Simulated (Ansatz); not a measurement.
The first iterations of a band of ClGeH3 (5 atoms, charge 0, multiplicity 1).

The calculation used RKS r2SCAN-D4/def2-SVP in Ansatz.

```yaml
movable_images: 6
climbing_image: no
spring: 5.0 eV/Å²
optimiser: quadratic models (default)
start_path: through a guess of the saddle point
force_threshold: 0.05 eV/Å
iteration_limit: 60
end_points: relaxed
```

First end point:

```xyz
5
Properties=species:S:1:pos:R:3
Ge 0.297 0.000 0.074
Cl 0.693 0.000 2.205
H 1.651 0.000 -0.642
H -0.505 1.266 -0.242
H -0.505 -1.266 -0.242
```

Last end point:

```xyz
5
Properties=species:S:1:pos:R:3
Ge -0.212 0.000 -0.814
Cl 1.394 0.000 1.368
H 2.508 0.000 0.715
H -1.029 1.138 -0.058
H -1.029 -1.138 -0.058
```

| iteration | highest image above the first end (eV) | largest band force component (eV/Å) |
| --- | --- | --- |
| 1 | 3.511 | 4.656 |
| 2 | 2.650 | 1.962 |

Problem. Does the band converge within its limit, and where does its top end?

Solution. The forces met the threshold. It ended after 8 iterations with the highest image 2.343 eV above the first end. No image climbed, so the highest image needn't sit at the top of the path. The orbitals stay closed-shell, which can raise the energy where a bond breaks towards radicals; this wasn't checked here.

The run took 2.4 min on 1 thread of Arm Neoverse V2 (shared host), peak memory 0.12 GiB.
